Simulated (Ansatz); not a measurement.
Frontier orbitals of H4O2Si2.

Z-matrix (Å, degrees):
```
Si
O 1 1.590
O 1 1.631 2 117.9
H 1 1.481 2 113.5 3 125.7
Si 2 1.687 1 159.0 3 7.9
H 3 0.960 1 119.1 2 -44.4
H 5 1.506 2 105.0 1 36.3
H 5 1.501 2 104.1 1 145.4
```

The species carries charge 0 and has multiplicity 1. The bonds changed during the relaxation, so this is another structure than the one it started from. Geometry: relaxed with PBE0-D4/def2-TZVP. It is one conformer, not always the lowest. Basis def2-TZVPP, Ansatz 0.2.0.

```json
{"functional": "PBE", "HOMO (eV)": "-4.50", "LUMO (eV)": "-3.67", "gap (eV)": "0.83"}
{"functional": "revPBE", "HOMO (eV)": "-4.46", "LUMO (eV)": "-3.62", "gap (eV)": "0.84"}
{"functional": "r2SCAN", "HOMO (eV)": "-4.60", "LUMO (eV)": "-3.70", "gap (eV)": "0.90"}
{"functional": "PBE0", "HOMO (eV)": "-5.10", "LUMO (eV)": "-3.22", "gap (eV)": "1.88"}
{"functional": "r2SCANh", "HOMO (eV)": "-4.83", "LUMO (eV)": "-3.52", "gap (eV)": "1.31"}
{"functional": "HSE06 (plane-wave form)", "HOMO (eV)": "-4.75", "LUMO (eV)": "-3.56", "gap (eV)": "1.19"}
{"functional": "ωB97M-V", "HOMO (eV)": "-6.52", "LUMO (eV)": "-1.72", "gap (eV)": "4.80"}
{"functional": "HF", "HOMO (eV)": "-6.04", "LUMO (eV)": "-1.06", "gap (eV)": "4.98"}
```

From PBE to PBE0 the HOMO moves by −0.60 eV and the LUMO by +0.44 eV, and with ωB97M-V by −2.02 and +1.95 eV, so the gap grows from 0.84 to 4.80 eV with exact exchange.
